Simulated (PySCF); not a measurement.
**Spin states of TaH**

Unrestricted PBE0; Ta x2c-TZVPPall, H x2c-TZVPPall; spin-free X2C with a Gaussian nucleus (PySCF 2.14). Outer shells of the fragments: Ta 5d3 6s2; H 1s1.

Followed along the bond (rough minima from three points):

```json
{"2Ms+1": "5", "unpaired": "σ ↑, π ↑↑, δ ↑", "⟨S²⟩ at the start": "6.01", "R at minimum (Å)": "1.73", "Te (eV)": "0.00"}
{"2Ms+1": "5", "unpaired": "σ ↑, π ↑, δ ↑↑", "⟨S²⟩ at the start": "6.01", "R at minimum (Å)": "1.74", "Te (eV)": "0.11"}
{"2Ms+1": "3", "unpaired": "π ↑, δ ↑", "⟨S²⟩ at the start": "2.49", "R at minimum (Å)": "1.71", "Te (eV)": "0.28"}
{"2Ms+1": "3", "unpaired": "π ↑, δ ↑", "⟨S²⟩ at the start": "2.01", "R at minimum (Å)": "1.70", "Te (eV)": "0.44"}
{"2Ms+1": "1", "unpaired": "π ↑↓", "⟨S²⟩ at the start": "1.76", "R at minimum (Å)": "1.70", "Te (eV)": "0.57"}
{"2Ms+1": "3", "unpaired": "π ↑↑", "⟨S²⟩ at the start": "2.01", "R at minimum (Å)": "1.68", "Te (eV)": "0.63"}
```

Solutions found at the starting distance of 1.680 Å, counted from the lowest of them; the search is not exhaustive and high or unbound solutions are not listed, so other states can lie among these:

```tsv
2Ms+1	unpaired	term	E (eV)	⟨S²⟩	⟨Lz²⟩	μ (D)
5	σ ↑, π ↑↑, δ ↑	mixed	0.00	6.01	6.53	-1.82
5	σ ↑, π ↑, δ ↑↑	mixed	0.12	6.01	3.59	-1.96
3	π ↑, δ ↑	mixed	0.27	2.49	8.13	-1.53
3	π ↑, δ ↑	mixed	0.43	2.01	7.65	-1.33
1	π ↑↓	mixed	0.55	1.76	6.53	-1.64
3	π ↑↑	mixed	0.62	2.01	2.46	-1.44
3	δ ↑↑	mixed	0.79	2.17	2.44	-0.44
1	π ↓, δ ↑	mixed	0.80	1.15	7.84	-1.34
1	π ↓, δ ↑	mixed	0.82	1.03	7.51	-1.20
3	σ ↑, π ↑↓, δ ↑	mixed	0.91	3.01	8.49	-1.92
3	σ ↓, π ↑↑, δ ↑	mixed	1.06	3.01	6.53	-1.89
5	π ↑↑, δ ↑↑	mixed	1.36	6.03	2.59	-2.51
3	σ ↓, π ↑, δ ↑↑	mixed	1.51	2.98	3.66	-1.49
1	σ ↓, π ↑↓, δ ↑	mixed	1.52	2.01	8.65	-1.58
```

A term symbol is given only where ⟨S²⟩ and ⟨Lz²⟩ are close to those of a pure state; real π, δ and φ orbitals otherwise mix terms. A positive dipole means Ta(−)H(+).

Spin–orbit coupling is left out. The state is the lowest single determinant that the PBE0 search found; with open d or f shells the true ground state can be another one.
